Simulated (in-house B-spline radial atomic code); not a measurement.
**Cd III (Cd2+): [Ar] (3d3/2)4 (3d5/2)5 4s2 4p6 4d10 (7p1/2)1 (an excited or competing configuration)**

Computed with an all-electron radial atomic-structure program (B-spline basis): Dirac-Hartree-Fock, average of the jj configuration, Fermi nucleus of rms radius 4.6087 fm.

Z_r = [3n² - l(l+1)]/(2<r>); Z_e = n√(-2ε); the last column is Slater's effective charge. Values are occupation-weighted means over j. An effective charge above Z reflects the relativistic contraction of the inner shells.

| shell | electrons | ε (eV) | <r> (bohr) | Z_r | Z_e | Slater |
| --- | --- | --- | --- | --- | --- | --- |
| 1s | 2 | -26934 | 0.03039 | 49.36 | 44.49 | 47.70 |
| 2s | 2 | -4143.1 | 0.131 | 45.80 | 34.90 | 43.85 |
| 2p | 6 | -3720.8 | 0.1147 | 43.60 | 33.07 | 43.85 |
| 3s | 2 | -851.71 | 0.3539 | 38.15 | 23.74 | 36.75 |
| 3p | 6 | -708.63 | 0.3524 | 35.47 | 21.65 | 36.75 |
| 3d | 9 | -488.76 | 0.3308 | 31.74 | 17.98 | 27.20 |
| 4s | 2 | -166.28 | 0.8676 | 27.66 | 13.98 | 21.10 |
| 4p | 6 | -121.24 | 0.9375 | 24.53 | 11.94 | 21.10 |
| 4d | 10 | -53.296 | 1.149 | 18.28 | 7.92 | 9.85 |
| 7p | 1 | -5.8915 | 10.16 | 7.14 | 4.61 | 3.00 |

The least bound orbital is 7p1/2 at -5.891 eV, and it is also the most diffuse (<r> = 10.16 bohr). The part-filled 3d shell lies below the filled 4d shell in orbital energy.

For the 1s electron the small component carries 3.1 % of the norm, the zero-frequency Breit interaction raises the level by 59.47 eV, self-energy by 33.35 eV, and vacuum polarisation lowers it by 4.252 eV.
